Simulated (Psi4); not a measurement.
Level of theory: Psi4 1.11 with SAPT0/jun-cc-pVDZ, frozen core.

Psi4 input:

```
molecule {
0 1
H 0.37192003 -0.00000000 0.00000000
H -0.37192003 0.00000000 -0.00000000
--
0 1
Br 0.01334169 2.55531839 2.84182220
H 0.00354995 1.61045099 1.77539759
units angstrom
symmetry c1
no_reorient
no_com
}
set basis jun-cc-pvdz
set scf_type df
set freeze_core true
energy('sapt0')
```

Part of the output:

```
    SAPT Results
  --------------------------------------------------------------------------------------------------------
    Electrostatics                 -0.93397577 [mEh]      -0.58607864 [kcal/mol]      -2.45215303 [kJ/mol]
      Elst10,r                     -0.93397577 [mEh]      -0.58607864 [kcal/mol]      -2.45215303 [kJ/mol]

    Exchange                        1.57031887 [mEh]       0.98538997 [kcal/mol]       4.12287163 [kJ/mol]
      Exch10                        1.57031887 [mEh]       0.98538997 [kcal/mol]       4.12287163 [kJ/mol]
      Exch10(S^2)                   1.56759128 [mEh]       0.98367838 [kcal/mol]       4.11571034 [kJ/mol]

    Induction                      -0.38617081 [mEh]      -0.24232584 [kcal/mol]      -1.01389132 [kJ/mol]
      Ind20,r                      -0.34626150 [mEh]      -0.21728237 [kcal/mol]      -0.90910943 [kJ/mol]
      Exch-Ind20,r                  0.16788788 [mEh]       0.10535124 [kcal/mol]       0.44078957 [kJ/mol]
      delta HF,r (2)               -0.20779719 [mEh]      -0.13039471 [kcal/mol]      -0.54557145 [kJ/mol]

    Dispersion                     -0.52839907 [mEh]      -0.33157542 [kcal/mol]      -1.38731157 [kJ/mol]
      Disp20                       -0.57415383 [mEh]      -0.36028697 [kcal/mol]      -1.50744068 [kJ/mol]
      Exch-Disp20                   0.04575476 [mEh]       0.02871155 [kcal/mol]       0.12012911 [kJ/mol]
      Disp20 (SS)                  -0.28707692 [mEh]      -0.18014348 [kcal/mol]      -0.75372034 [kJ/mol]
      Disp20 (OS)                  -0.28707692 [mEh]      -0.18014348 [kcal/mol]      -0.75372034 [kJ/mol]
      Exch-Disp20 (SS)              0.02135216 [mEh]       0.01339868 [kcal/mol]       0.05606008 [kJ/mol]
      Exch-Disp20 (OS)              0.02440261 [mEh]       0.01531287 [kcal/mol]       0.06406903 [kJ/mol]

  Total HF                          0.25017230 [mEh]       0.15698549 [kcal/mol]       0.65682727 [kJ/mol]
  Total SAPT0                      -0.27822678 [mEh]      -0.17458994 [kcal/mol]      -0.73048430 [kJ/mol]
```
